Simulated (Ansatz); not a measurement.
Reaction (formal exchange of groups at a C–S bond): `CCS[SiH2]Cl` + `[OH][AlH2]` → `C[CH2][AlH][OH]` + `S[SiH2]Cl`

Calculated with Ansatz (gas phase, PBE0-D4/def2-TZVP geometries, no zero-point term in ΔE). CCSD(T)/CBS is the MP2 limit (def2-TZVPP, def2-QZVPP) plus CCSD(T) − MP2 in def2-TZVPP, frozen cores. This one scheme is used for every species. Each species was taken in one conformer, which may not be the lowest.

`CCS[SiH2]Cl`:

```xyz
12

C    -1.056   -0.669    1.104
C     0.427   -0.377    1.042
S     1.218   -0.867   -0.533
Si    0.585    0.683   -1.812
Cl    1.216    2.529   -1.148
H    -1.450   -0.402    2.089
H    -1.255   -1.728    0.930
H    -1.609   -0.096    0.357
H     0.971   -0.947    1.797
H     0.643    0.678    1.219
H    -0.889    0.791   -1.915
H     1.199    0.403   -3.128
```

`[OH][AlH2]`:

Cartesian coordinates in Å:
```
O -0.377 -0.309 -1.115
Al 0.344 0.077 0.371
H -1.318 -0.249 -1.275
H -0.559 0.567 1.578
H 1.911 -0.086 0.441
```

`C[CH2][AlH][OH]`:

Cartesian coordinates in Å:
```
C 0.777 -0.362 -1.105
C -0.182 0.694 -0.556
Al -0.863 0.388 1.254
O -0.408 -0.988 2.143
H 0.309 -1.350 -1.147
H 1.116 -0.127 -2.119
H 1.672 -0.458 -0.484
H -1.048 0.805 -1.222
H 0.295 1.684 -0.569
H -1.855 1.369 2.000
H 0.186 -1.656 1.804
```

`S[SiH2]Cl`:

Z-matrix (Å, degrees):
```
Si
Cl 1 2.054
S 1 2.120 2 112.9
H 1 1.478 2 108.5 3 -116.6
H 1 1.479 2 106.5 3 122.3
H 3 1.344 1 94.3 2 70.4
```

```csv
level,ΔE (kJ/mol)
HF/def2-TZVPP,-33.7
CCSD/CBS(def2),-34.0
```

Question: What does CCSD(T)/CBS give? (Estimate.)

Answer: Ansatz gave: -32.1 kJ/mol. The listed levels differ from it by -1.6, -1.9 kJ/mol.

Largest T1 diagnostic among the species: 0.012.

The D4 term adds +7.9 kJ/mol with B3LYP and +4.4 kJ/mol with PBE0; it sums over pairs of atoms, weighted by their polarisabilities, and B3LYP, whose exchange is more repulsive, gets the larger term.

B3LYP here is the variant with VWN-RPA as its local correlation; programs differ in this.
